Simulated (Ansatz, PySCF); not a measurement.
Bond stretch in H4BN, SMILES BN. The N1–B4 bond (N1 also carries H, H; B4 carries H, H) is stretched with both fragments frozen at the PBE0/def2-TZVP optimised geometry.

- UHF/cc-pVTZ (Ansatz, a quantum-chemistry and plane-wave program)
- RHF/cc-pVTZ (Ansatz)
- UKS-PBE0 = unrestricted PBE0/cc-pVTZ run with Ansatz
- RKS-PBE0 = restricted PBE0/cc-pVTZ run with Ansatz
- UKS-PBE = unrestricted PBE/cc-pVTZ (Ansatz)
- RKS-PBE = restricted PBE/cc-pVTZ run with Ansatz
- UKS-B3LYP/6-31G* = unrestricted B3LYP/6-31G*, spherical d (PySCF 2.14.0)
- RKS-B3LYP/6-31G* = restricted B3LYP/6-31G*, spherical d run with PySCF 2.14.0
- UKS-B3LYP/6-311+G** = PySCF 2.14.0 with unrestricted B3LYP/6-311+G**, spherical d
- RKS-B3LYP/6-311+G** = restricted B3LYP/6-311+G**, spherical d (PySCF 2.14.0)
- UKS-B3LYP/LANL2DZ = unrestricted B3LYP/LANL2DZ in PySCF 2.14.0
- RKS-B3LYP/LANL2DZ = restricted B3LYP/LANL2DZ (PySCF)

Scanned distances (Å): 1.11, 1.18, 1.22, 1.33, 1.38, 1.40, 1.48, 1.54, 1.61, 1.71, 1.87, 2.10, 2.25, 2.51, 2.74, 3.04, 3.38, 3.78, 4.10, 4.86.

Question: Where does the unrestricted solution first break spin symmetry (<S²> of 0.01 or more)?

Answer: UHF: at none of the points with a result; UKS-PBE0: between 2.51 and 2.74 Å; UKS-PBE: between 2.25 and 2.51 Å; UKS-B3LYP/6-31G*: between 2.51 and 2.74 Å; UKS-B3LYP/6-311+G**: between 2.51 and 2.74 Å; UKS-B3LYP/LANL2DZ: between 2.51 and 2.74 Å.

```
R / Å  <S²> UHF  E(RHF) − E(UHF) / kcal/mol  <S²> UKS-PBE0  E(RKS-PBE0) − E(UKS-PBE0) / kcal/mol  <S²> UKS-PBE  E(RKS-PBE) − E(UKS-PBE) / kcal/mol  <S²> UKS-B3LYP/6-31G*  E(RKS-B3LYP/6-31G*) − E(UKS-B3LYP/6-31G*) / kcal/mol  <S²> UKS-B3LYP/6-311+G**  E(RKS-B3LYP/6-311+G**) − E(UKS-B3LYP/6-311+G**) / kcal/mol  <S²> UKS-B3LYP/LANL2DZ  E(RKS-B3LYP/LANL2DZ) − E(UKS-B3LYP/LANL2DZ) / kcal/mol
-----  --------  --------------------------  -------------  ------------------------------------  ------------  ----------------------------------  ---------------------  ----------------------------------------------------  ------------------------  ----------------------------------------------------------  ----------------------  ------------------------------------------------------
1.11       0.00                         0.0           0.00                                   0.0          0.00                                 0.0                   0.00                                                   0.0                      0.00                                                         0.0                    0.00                                                     0.0
1.18       0.00                         0.0           0.00                                   0.0          0.00                                 0.0                   0.00                                                   0.0                      0.00                                                         0.0                    0.00                                                     0.0
1.22       0.00                         0.0           0.00                                   0.0          0.00                                 0.0                   0.00                                                   0.0                      0.00                                                         0.0                    0.00                                                     0.0
1.33       0.00                         0.0           0.00                                   0.0          0.00                                 0.0                   0.00                                                   0.0                      0.00                                                         0.0                    0.00                                                     0.0
1.38       0.00                         0.0           0.00                                   0.0          0.00                                 0.0                   0.00                                                   0.0                      0.00                                                         0.0                    0.00                                                     0.0
1.40       0.00                         0.0           0.00                                   0.0          0.00                                 0.0                   0.00                                                   0.0                      0.00                                                         0.0                    0.00                                                     0.0
1.48       0.00                         0.0           0.00                                   0.0          0.00                                 0.0                   0.00                                                   0.0                      0.00                                                         0.0                    0.00                                                     0.0
1.54       0.00                         0.0           0.00                                   0.0          0.00                                 0.0                   0.00                                                   0.0                      0.00                                                         0.0                    0.00                                                     0.0
1.61       0.00                         0.0           0.00                                   0.0          0.00                                 0.0                   0.00                                                   0.0                      0.00                                                         0.0                    0.00                                                     0.0
1.71       0.00                         0.0           0.00                                   0.0          0.00                                 0.0                   0.00                                                   0.0                      0.00                                                         0.0                    0.00                                                     0.0
1.87       0.00                         0.0           0.00                                   0.0          0.00                                 0.0                   0.00                                                   0.0                      0.00                                                         0.0                    0.00                                                     0.0
2.10       0.00                         0.0           0.00                                   0.0          0.00                                 0.0                   0.00                                                   0.0                      0.00                                                         0.0                    0.00                                                     0.0
2.25       0.00                         0.0           0.00                                   0.0          0.00                                 0.0                   0.00                                                   0.0                      0.00                                                         0.0                    0.00                                                     0.0
2.51       0.95                           —           0.00                                   0.0          0.05                                 0.0                   0.00                                                   0.0                      0.00                                                         0.0                    0.00                                                     0.0
2.74       1.01                           —           0.73                                   4.4          0.29                                 1.1                   0.64                                                   3.3                      0.47                                                         1.3                    0.40                                                     1.1
3.04       1.01                           —           1.01                                  26.2          0.87                                 8.6                   1.00                                                  23.6                      1.00                                                        17.1                    1.00                                                    15.1
3.38       1.01                           —           1.01                                  41.4          1.00                                22.2                   1.00                                                  42.6                      1.00                                                        34.8                    1.00                                                    33.5
3.78       1.01                           —           1.01                                  47.9          1.00                                26.2                   1.00                                                  43.1                      1.00                                                        37.6                    1.00                                                    48.1
4.10       1.01                           —           1.01                                  50.5          1.00                                27.4                   1.00                                                  45.2                      1.00                                                        40.0                    1.00                                                    56.0
4.86       1.01                           —           1.01                                  53.8          1.00                                28.5                   1.00                                                  47.8                      1.00                                                        43.0                    1.00                                                    65.4
```

Dashes: no converged value, or the column stops at the first point that the program doubted or that broke a chosen test of continuity, which isn't proof of a fault.
